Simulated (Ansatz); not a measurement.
InBr₃. The state is a triplet with charge 0. Geometry PBE0-D4/def2-SVP, that of the neutral singlet; atoms count from 1.

Cartesian coordinates in Å:
```
In 0.000 0.000 0.000
Br -1.136 -0.278 2.161
Br -1.080 -0.780 -2.065
Br 2.216 1.058 -0.096
```

In the def2 sets In takes a core potential; there is no spin–orbit coupling. At PBE0-D4/def2-TZVP a singlet of charge 0 lies 4.14 eV below the triplet at the same geometry.

Estimate the Mulliken populations from the PBE0/def2-TZVP orbitals of Ansatz.


```json
{"atom": "In1", "charge (e)": "0.59", "spin (α − β)": "0.56"}
{"atom": "Br2", "charge (e)": "-0.20", "spin (α − β)": "0.48"}
{"atom": "Br3", "charge (e)": "-0.20", "spin (α − β)": "0.48"}
{"atom": "Br4", "charge (e)": "-0.20", "spin (α − β)": "0.48"}
```
Mulliken values depend strongly on the basis.

Where does the spin sit?

Summed by element: In 0.56, Br 1.44, of 2 unpaired in all. Largest on single atoms: In1 0.56, Br3 0.48, Br4 0.48.

And the Mayer bond orders between heavy atoms (over 0.3)?

In1–Br2 0.72 (2.46 Å); In1–Br3 0.72 (2.46 Å); In1–Br4 0.72 (2.46 Å).
